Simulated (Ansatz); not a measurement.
Cost and result for the atomization energy of `[Cl][Zn][N]1C=C1` (7 atoms, 7 bonds).

Total charge 0; spin multiplicity 1. For Zn the d shell is correlated and the shells below it are frozen. Scalar relativity is left out up to krypton. Geometry: relaxed with PBE0-D4/def2-TZVP. It is one conformer, not always the lowest. Program: Ansatz. All runs use 4 threads of an Arm Neoverse V2 on a shared host. Times are those of one run each, without the atoms' runs, and a repeat can differ threefold. Electronic energies, without spin–orbit coupling; frozen cores. CCSD(T)/CBS adds CCSD(T) − MP2 in def2-TZVPP to the MP2 limit, and its time is that of the two runs behind it. T1 = 0.018; the RHF reference is unstable towards UHF. With those shells the extrapolation isn't a true limit. B3LYP takes the VWN-RPA correlation (the form of Gaussian; ORCA's B3LYP/G).

CCSD(T)/CBS is a level of theory with its own doubt, some kJ/mol a heavy atom from the limit and from the frozen cores, so smaller differences don't rank the functionals.

```tsv
level	functions	wall time	atomization (kcal/mol)	difference from CCSD(T)/CBS	per bond
LDA (SPW92)/def2-TZVPP	227	1.1 s	663.3	114.9	16.4
revPBE-D4/def2-TZVPP	227	1.7 s	558.8	10.4	1.5
BLYP-D4/def2-TZVPP	227	1.7 s	551.6	3.2	0.5
PBE0-D4/def2-TZVPP	227	2.3 s	558.4	10.0	1.4
CCSD(T)/def2-SVP	101	3.5 s	505.2	-43.2	-6.2
B3LYP-D4/def2-TZVPP (with forces)	227	3.8 s	545.0	-3.4	-0.5
r2SCAN-D4/def2-TZVPP (with forces)	227	3.9 s	555.8	7.4	1.1
r2SCANh-D4/def2-TZVPP	227	4.1 s	548.3	-0.1	0.0
B2PLYP/def2-TZVPP	227	4.7 s	541.4	-7.0	-1.0
PBE-QIDH/def2-TZVPP	227	7.5 s	549.5	1.1	0.2
MP2/def2-QZVPP	401	13 s	565.0	16.6	2.4
CCSD(T)/def2-TZVPP	227	94 s	526.0	-22.4	-3.2
CCSD(T)/CBS(def2)	–	110 s	548.4	0.0	0.0
```

In def2-TZVPP, CCSD(T) changes the Hartree–Fock value by +183.2 kcal/mol (the triples alone add +16.4 kcal/mol) and MP2 by +208.3 kcal/mol; breaking electron pairs costs correlation energy, which Hartree–Fock lacks. At CCSD(T), def2-SVP lies −43.1 kcal/mol from the extrapolated value and def2-TZVPP −22.4 kcal/mol: correlation converges slowly with the basis, and small sets miss more of it in the bonded molecule than in its fragments. The D4 term adds +5.7 kcal/mol with B3LYP and +3.0 kcal/mol with PBE0; it sums over pairs of atoms, weighted by their polarisabilities, and B3LYP, whose exchange is more repulsive, gets the larger term.
